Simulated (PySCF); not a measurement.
**How methods differ on the ionisation energy of Pd²⁸⁺**

Pd²⁸⁺ [Ar] (1S) → Pd²⁹⁺ [Ne] 3s2 3p5 (2P), as a difference of total energies. All numbers are calculated (PySCF 2.14, the non-relativistic Hamiltonian (point nucleus), in an uncontracted even-tempered set (16 s from 3.9 bohr⁻², ratio 2.5; 11 p from 5 bohr⁻², ratio 2.5; 5 d from 24 bohr⁻², ratio 2.7; 4 f from 36 bohr⁻², ratio 2.7)). Correlated levels: outer shells: 1s2 frozen; virtual orbitals above 40 to 60 times the deepest correlated orbital energy dropped. The calculations carry no spin-orbit coupling.

| method | ionisation energy (eV) |
| --- | --- |
| UHF | 1638.5 |
| LDA | 1639.9 |
| PBE | 1639.9 |
| PBE0 | 1640.1 |
| r2SCAN | 1640.6 |
| MN15 | 1643.2 |
| BHandHLYP | 1639.9 |
| MP2 (outer shells) | 1639.4 |
| SCS-MP2 (outer shells) | 1639.2 |

A first-order spin-orbit estimate (lowest level to lowest level, LS coupling) adds -9.993 eV.

All relativistic terms are absent from these numbers, so their closeness to the reference says little about the methods.

For comparison: 1644 ± 5 eV (semi-empirical (NIST evaluation); NIST Atomic Spectra Database, ionization energies).
